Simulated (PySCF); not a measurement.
# Hartree-Fock beside MP2: AlBCFH3

All numbers below are calculated, not measured. The program is PySCF 2.14.0, an open-source quantum chemistry code, run on an isolated molecule that a program drew, which may never have been made. The molecule is AlBCFH3 (charge 0, singlet), drawn as the SMILES string `FB[CH2][Al]`.

The geometry was optimised and harmonic frequencies were computed with HF and MP2, all in the cc-pV(D+d)Z basis, for the commonest isotopes, with a restricted reference for singlets and an unrestricted one otherwise, and a frozen core in MP2. Each result is a local minimum of its method.

Geometry at the HF minimum:
```xyz
7
AlBCFH3, angstrom
F    -0.0666   -1.8530    0.4472
B    -1.2537   -1.5390   -0.1010
C    -2.0205   -0.3033    0.3853
Al   -3.1698   -0.5352    2.0471
H    -1.6717   -2.3188   -0.9165
H    -1.3512    0.5068    0.7150
H    -2.7275    0.0850   -0.3606
```

Lengths of the bonds as drawn, in Å (atoms numbered as above):
| bond | HF | MP2 |
|---|---|---|
| F1-B2 | 1.345 | 1.360 |
| B2-C3 | 1.533 | 1.533 |
| C3-Al4 | 2.034 | 2.037 |
| B2-H5 | 1.203 | 1.212 |
| C3-H6 | 1.101 | 1.110 |
| C3-H7 | 1.099 | 1.107 |

Rotational constants, in GHz:
| constant | HF | MP2 |
|---|---|---|
| A | 16.57 | 16.09 |
| B | 2.777 | 2.801 |
| C | 2.557 | 2.573 |

Harmonic frequencies in cm^-1, each column in rising order, so a row needn't be the same motion in every method:
| rank | HF | MP2 |
|---|---|---|
| 1 | 81 | 75 |
| 2 | 200 | 188 |
| 3 | 407 | 389 |
| 4 | 511 | 500 |
| 5 | 620 | 589 |
| 6 | 829 | ? |
| 7 | 922 | 869 |
| 8 | 1038 | 963 |
| 9 | 1107 | 1060 |
| 10 | 1156 | 1109 |
| 11 | 1368 | 1314 |
| 12 | 1508 | 1409 |
| 13 | 2699 | 2639 |
| 14 | 3121 | 3057 |
| 15 | 3185 | 3143 |

**Estimate the missing MP2 frequency from the HF column.**

A single factor s that minimises the squared misfit of MP2 against s times HF over the other rows is sum(HF x MP2) / sum(HF^2) = 0.9731, with an rms misfit of 27 cm^-1. For rank 6 it gives 0.9731 x 829 = 807 cm^-1. The calculation gives 753 cm^-1, 54 cm^-1 below the estimate. The drawn bonds are on average 0.6 % longer in MP2 than in HF.
